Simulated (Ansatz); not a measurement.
Species: C4H, charge -1, multiplicity 1. It need not be the lowest isomer of its formula. Whether it binds its extra electron was not tested at this geometry. 
Geometry from a B3LYP-D3(BJ)/def2-TZVP (Ansatz, a quantum-chemistry and plane-wave program) optimisation:
SMILES: [C-]#CC#C
```xyz
5

C      0.0000     0.0000    -2.0385
C      0.0000     0.0000    -0.7913
C      0.0000     0.0000     0.5676
C      0.0000     0.0000     1.7877
H      0.0000     0.0000     2.8469
```
Charge -1, spin multiplicity 1.

Basis-set convergence of Hartree-Fock and CCSD correlation energies (hartree) with Ansatz. Valence correlation only, unless marked. No spin-orbit coupling. No relativistic terms.

The Hartree-Fock reference is unstable (checked in the largest basis), which strains HF and MP2. 

| basis | functions | E(HF) | E(corr, CCSD) |
|---|---|---|---|
| aug-cc-pVDZ | 101 | -151.92287 | -0.52944 |
| aug-cc-pVTZ | 207 | [?] | [?] |

Q: What belongs in the gaps?

A: 
- aug-cc-pVTZ, E(HF): -151.95794
- aug-cc-pVTZ, E(corr, CCSD): -0.61706
